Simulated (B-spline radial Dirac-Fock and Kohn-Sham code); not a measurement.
The computed values come from a radial atomic solver: Dirac-Fock orbitals of the configuration average with a finite nucleus.

**Question.** This computed X-ray form factor belongs to an atom or ion in its tabulated ground configuration. Which?

```tsv
sin θ/λ (Å⁻¹)	f₀
0.1	45.510
0.15	44.911
0.46	37.285
0.58	33.465
0.73	28.867
0.91	24.205
1.14	19.947
1.43	16.657
3.51	5.844
```

**Answer.** Ho²¹⁺, with 46 electrons in [Kr] 4d10. f₀ tends to the number of electrons as s goes to zero, which the first rows give only roughly, and the rate of fall reflects the nuclear charge, 67.
